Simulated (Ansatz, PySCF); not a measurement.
C₂H₈Ti, multiplicity 1. Atoms are numbered in the order given.

```xyz
11

Ti     0.0000     0.0000    -0.4685
C     -1.6849     0.0000     0.6752
H     -2.2583    -0.9031     0.3915
H     -1.4917     0.0000     1.7605
H     -2.2583     0.9031     0.3915
C      1.6849     0.0000     0.6752
H      2.2583    -0.9031     0.3915
H      2.2583     0.9031     0.3915
H      1.4917     0.0000     1.7605
H      0.0000    -1.4031    -1.4420
H      0.0000     1.4031    -1.4420
```

Geometry optimised at B3LYP-D3(BJ)/def2-SVP. The multiplicity is an assumed one; no other spin state was optimised. The structure was generated by enumeration; whether it is a known compound was not checked.

Vertical ionisation energy (IE) and electron affinity (EA) in eV. Rows of orbital energies are one-electron estimates. Where ΔSCF, EOM or ADC give a negative EA the extra electron is unbound and the value depends on the basis.

```
level                                                                  IE    EA
-------------------------------------------------------------------  ----  ----
−ε(HOMO), −ε(LUMO), CAM-B3LYP/def2-TZVPD (PySCF)                     9.41  0.83
−ε(HOMO), −ε(LUMO), PBE/def2-TZVPD (PySCF)                              …     …
ΔSCF, PBE0/def2-SVPD (Ansatz), final states of multiplicity 2 and 2  9.89  0.64
ΔSCF, PBE/def2-SVPD (Ansatz), final states of multiplicity 2 and 2   9.62  0.37
```

Task: Some entries are withheld; supply them. (The exact figures need the calculation; the answer reports its results.)

Result: 
- −ε(HOMO), −ε(LUMO), PBE/def2-TZVPD (PySCF), IE: 6.61
- −ε(HOMO), −ε(LUMO), PBE/def2-TZVPD (PySCF), EA: 3.30

Task: What vertical singlet–triplet gap does ΔSCF give with PBE0/def2-SVPD (Ansatz, an electronic-structure program) and with PBE/def2-SVPD (Ansatz)? (The exact figures need the calculation; the answer reports its results.)

Result: 3.09 and 3.06 eV (triplet above singlet where positive).
